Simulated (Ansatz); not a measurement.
Cartesian coordinates in Å:
```
N -1.3198 0.1855 -0.1914
C 0.0115 -0.0382 0.5285
Al 0.1654 1.1232 -1.0714
S 0.0498 0.5994 2.1663
In 1.0310 -1.8698 0.1385
H -1.7647 -0.6607 -0.5272
H -1.9678 0.6985 0.3971
H 0.5937 0.4166 -2.4301
H 0.1145 2.6879 -0.8252
H 0.2902 1.9111 1.9397
H 0.2141 -2.9430 -0.9433
H 2.5822 -2.1103 0.8185
```

Total charge 0; spin multiplicity 1. In: def2 effective core potential. The bonds changed during the relaxation, so this is another structure than the one it started from.

Problem. List the ωB97M-V/def2-TZVPP orbital energies in eV (the Gaussian-basis code of Ansatz). (Estimate.)

Solution. The calculation gave: Occupied: -2426.89, -1531.48, -396.06, -282.43, -220.82, -163.95, -163.85, -163.73, -131.11, -116.11, -87.58, -87.27, -87.25, -75.72, -75.65, -75.59, -28.75, -24.22, -24.00, -23.88, -23.84, -23.78, -23.56, -19.66, -17.72, -16.19, -14.58, -13.72, -12.79, -12.03, -11.10, -10.61, -10.39, -9.05, -8.54. Lowest empty: -0.14, 1.09, 1.42, 1.96, 2.20, 2.36, 2.75, 2.85.
